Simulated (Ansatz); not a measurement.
Reaction (redistribution): `[CH3][Al]([Cl])[Br]` + `O/C(Cl)=[CH]/[GaH2]` → `[Cl][Al]([Cl])[Br]` + `C/C(O)=[CH]/[GaH2]`

Calculated with Ansatz (gas phase, PBE0-D4/def2-TZVP geometries, no zero-point term in ΔE). CCSD(T)/CBS adds triple-zeta CCSD(T) − MP2 to the extrapolated MP2 energy (def2 sets, frozen cores). Double bonds are as drawn, so ΔE can hold a change between cis and trans. Functionals use def2-TZVPP. For Br, Ga outer-core shells are correlated without core-valence functions, which leaves a few kJ/mol of doubt a bond. Scalar relativity is left out up to krypton. Each species was taken in one conformer, which may not be the lowest.

```json
{"level": "PBE-D4", "ΔE (kJ/mol)": "-168.2"}
{"level": "B2PLYP", "ΔE (kJ/mol)": "-181.7"}
{"level": "MP2/def2-TZVPP", "ΔE (kJ/mol)": "-184.7"}
{"level": "SCS-MP2/def2-TZVPP", "ΔE (kJ/mol)": "-184.1"}
{"level": "CCSD(T)/def2-TZVPP", "ΔE (kJ/mol)": "-183.7"}
{"level": "HF/def2-QZVPP", "ΔE (kJ/mol)": "-202.6"}
{"level": "MP2/def2-QZVPP", "ΔE (kJ/mol)": "-185.2"}
{"level": "CCSD/CBS(def2)", "ΔE (kJ/mol)": "-188.4"}
```

Problem. What does CCSD(T)/CBS give? (Best estimate.)

Solution. The calculation gave: -184.8 kJ/mol. The listed levels differ from it by 16.6, 3.1, 0.1, 0.7, 1.1, -17.8, -0.4, -3.6 kJ/mol.

Largest T1 diagnostic among the species: 0.013.

From PBE to PBE0 (25 % exact exchange), in def2-TZVPP and without D4, ΔE moves by −10.5 kJ/mol. In def2-TZVPP, CCSD(T) changes the Hartree–Fock value by +19.2 kJ/mol (the triples alone add +3.6 kJ/mol) and MP2 by +18.1 kJ/mol.
